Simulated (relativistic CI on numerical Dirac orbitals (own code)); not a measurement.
# What each ingredient does to the levels of Ga V

Base calculation: Dirac-Coulomb-Breit CI, orbitals from a KLI potential per configuration, QED by a radiative potential, valence Slater integrals scaled by 0.85, P86 correlation energy added to each configuration.

Configurations in the expansion (outside the closed core [Ne]): 3s2.3p6.3d9, 3s2.3p6.3d8.4s, 3s2.3p6.3d8.4p, 3s2.3p5.3d10, 3s2.3p6.3d8.4d, 3s2.3p6.3d8.5s, 3s2.3p6.3d8.5p, 3s2.3p6.3d7.4s2, 3s2.3p6.3d8.4f, 3s2.3p6.3d8.5d, 3s2.3p6.3d8.6s, 3s2.3p6.3d8.6p, 3s2.3p6.3d7.4s.4p, 3s2.3p6.3d8.5f, 3s2.3p6.3d8.5g, 3s2.3p6.3d8.6d, 3s2.3p6.3d7.4p2, 3s.3p6.3d10, 3s2.3p6.3d7.4s.4d. Levels of other configurations are missing.

Variants: (1) valence Slater integrals scaled by 0.75; (2) no correlation estimate; (3) one mean potential for all configurations. Shifts of the energy above 3s2.3p6.3d9 2D_5/2, in cm⁻¹, for the lowest level and the first level of each name with at least 55 % of one term (blank where a level changes its place among those of its configuration and J or its character, or is not in the variant):

```tsv
Level	Base	Δ(1)	Δ(2)	Δ(3)	Measured
3s2.3p6.3d9 2D_5/2	0	0	0	0	0
3s2.3p6.3d9 2D_3/2	3500	-14	0	-96	3583
3s2.3p6.3d8.4s 4F_9/2	209332	+1929	-7087	-255	210052
3s2.3p6.3d8.4s 4F_7/2	211332	+1873	-7088	-214	212121
3s2.3p6.3d8.4s 4F_5/2	213188	+1898	-7088	-178	214000
3s2.3p6.3d8.4s 4F_3/2	214416	+1882	-7088	-159	215237
3s2.3p6.3d8.4s 2F_7/2	217033	+1155	-7093	-91	218301
3s2.3p6.3d8.4s 2F_5/2	220164	+1071	-7093	-38	221488
3s2.3p6.3d8.4s 2D_3/2	232451	-612	-7088	-286	232968
3s2.3p6.3d8.4s 4P_3/2	235139	-661	-7090	-257	235609
3s2.3p6.3d8.4s 4P_1/2	235305	-709	-7091	-266	235752
3s2.3p6.3d8.4s 2P_3/2	240894	-1492	-7096	-130	242026
3s2.3p6.3d8.4s 2P_1/2	241872	-1582	-7097	-118	243053
3s2.3p6.3d8.4s 2G_9/2	243485	-1783	-7089	-297	246093
3s2.3p6.3d8.4s 2G_7/2	243525	-1785	-7089	-296	246133
3s2.3p6.3d8.4s 2S_1/2	287542	-6831	-7090	-487	
3s2.3p6.3d8.4p 4D°_7/2	296085	+2204	-7856	+1969	296992
3s2.3p6.3d8.4p 4D°_5/2	299167	+2193	-7856	+2041	300144
3s2.3p6.3d8.4p 4G°_9/2	299356	+1772	-7855	+2107	300730
3s2.3p6.3d8.4p 4G°_11/2	300693	+1909	-7854	+2074	302217
3s2.3p6.3d8.4p 4G°_7/2	301366	+1860	-7855	+2149	302779
3s2.3p6.3d8.4p 4D°_3/2	301489	+2193	-7856	+2090	302499
```

At this charge configurations can still be misplaced by up to about 7 % of their energy. 55 of the 59 excited levels that our extract of the measured tables holds in this range could be paired (the sources list more); they are missed by 1494 cm⁻¹ on average and 4054 at most, and levels without a partner can miss by more.

Measured levels: Shirai, Reader, Kramida and Sugar, J. Phys. Chem. Ref. Data 36, 509 (2007).

Ionisation energy from the two ground configurations alone: base 85.42 eV; valence Slater integrals scaled by 0.75 85.62 eV; no correlation estimate 83.95 eV. The NIST ASD value (semi-empirical) is 86.01 eV.

LS names give the leading component of a level, which can be under half, so a name can repeat, a term be missing and a line seem to break the LS rules.
